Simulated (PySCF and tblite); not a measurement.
Results of a calculation; reference values are marked as such.
Rearrangement: stationary points, barriers and rates

System: C7H12Si, numbered as in [CH3:1][SiH:2]([CH3:3])[CH:4]1[CH:5]=[CH:6][CH:7]=[CH:8]1.

Motion: shift of Si2 from C4 to C8. Geometries: GFN2-xTB; energies: PBE0/pcSseg-1 + D3(BJ); zero-point and thermal terms from GFN2-xTB harmonic modes (soft modes blended into free rotors). Rates follow Eyring's equation with the number of equivalent paths and no tunnelling. Shieldings: GIAO at the same DFT level; methyl-like tops are averaged, other torsions stay as in the two minima; line shapes leave out couplings. Programs: tblite and PySCF.

| point | symmetry | E(GFN2) kcal/mol | E(DFT) kcal/mol | ZPE change kcal/mol | lowest mode cm⁻¹ | dipole D |
| --- | --- | --- | --- | --- | --- | --- |
| start | C1 | 0.0 | 0.0 | 0.00 | 35 | 0.86 |
| saddle | C1 | 10.2 | 13.7 | -0.08 | 258i | 0.76 |
| end | C1 | 0.0 | 0.0 | 0.00 | 34 | 0.86 |

```json
{"Electronic barrier": "13.7 kcal/mol", "Barrier with zero-point energy": "13.6 kcal/mol", "ΔH‡ (298 K)": "13.1 kcal/mol", "ΔS‡ (298 K, symmetry apart)": "-3.7 cal/(mol K)", "Paths": "2 equivalent paths", "End point": "the same structure with atoms interchanged, or its mirror image", "Mean lifetime of the start against this motion at 298 K": "2.1 ms", "Cost": "100 s on 1 thread of Arm Neoverse V1, shared host (rough), peak memory 0.94 GiB, launched as `OMP_NUM_THREADS=1 python ens_run.py task.json out`"}
```

```
T/K  ΔG‡ kcal/mol     k s⁻¹
150          13.8  4.3×10⁻⁸
200          14.0    0.0047
250          14.1       5.1
298          14.2       474
350          14.4   1.6×10⁴
400          14.5     2×10⁵
500          14.8   6.9×10⁶
```

ΔG and ΔG‡ leave out symmetry numbers and mirror images; rates count paths: 2 out.

Sites that the motion interchanges:

```json
{"nucleus": "¹³C", "site": "C4", "ppm": "53.9", "scale": "δ against TMS"}
{"nucleus": "¹³C", "site": "C5", "ppm": "140.0", "scale": "δ against TMS"}
{"nucleus": "¹³C", "site": "C6", "ppm": "138.1", "scale": "δ against TMS"}
{"nucleus": "¹³C", "site": "C7", "ppm": "137.2", "scale": "δ against TMS"}
{"nucleus": "¹³C", "site": "C8", "ppm": "141.2", "scale": "δ against TMS"}
{"nucleus": "¹H", "site": "H on C4", "ppm": "3.59", "scale": "δ against TMS"}
{"nucleus": "¹H", "site": "H on C5", "ppm": "6.71", "scale": "δ against TMS"}
{"nucleus": "¹H", "site": "H on C6", "ppm": "6.96", "scale": "δ against TMS"}
{"nucleus": "¹H", "site": "H on C7", "ppm": "6.91", "scale": "δ against TMS"}
{"nucleus": "¹H", "site": "H on C8", "ppm": "6.70", "scale": "δ against TMS"}
```

```json
{"nucleus": "¹³C", "sites": "C4 / C5 / C6 / C7 / C8", "¹H MHz": "100", "spread Hz": "2194", "coalescence K": "330", "k there s⁻¹": "4670"}
{"nucleus": "¹³C", "sites": "C4 / C5 / C6 / C7 / C8", "¹H MHz": "200", "spread Hz": "4389", "coalescence K": "341", "k there s⁻¹": "9300"}
{"nucleus": "¹³C", "sites": "C4 / C5 / C6 / C7 / C8", "¹H MHz": "250", "spread Hz": "5486", "coalescence K": "345", "k there s⁻¹": "1.2×10⁴"}
{"nucleus": "¹H", "sites": "H on C4 / H on C5 / H on C6 / H on C7 / H on C8", "¹H MHz": "100", "spread Hz": "337", "coalescence K": "303", "k there s⁻¹": "671"}
{"nucleus": "¹H", "sites": "H on C4 / H on C5 / H on C6 / H on C7 / H on C8", "¹H MHz": "200", "spread Hz": "674", "coalescence K": "312", "k there s⁻¹": "1340"}
{"nucleus": "¹H", "sites": "H on C4 / H on C5 / H on C6 / H on C7 / H on C8", "¹H MHz": "250", "spread Hz": "842", "coalescence K": "315", "k there s⁻¹": "1680"}
```

DFT energies on a tight-binding saddle of a bond shift can be off by several kcal/mol.
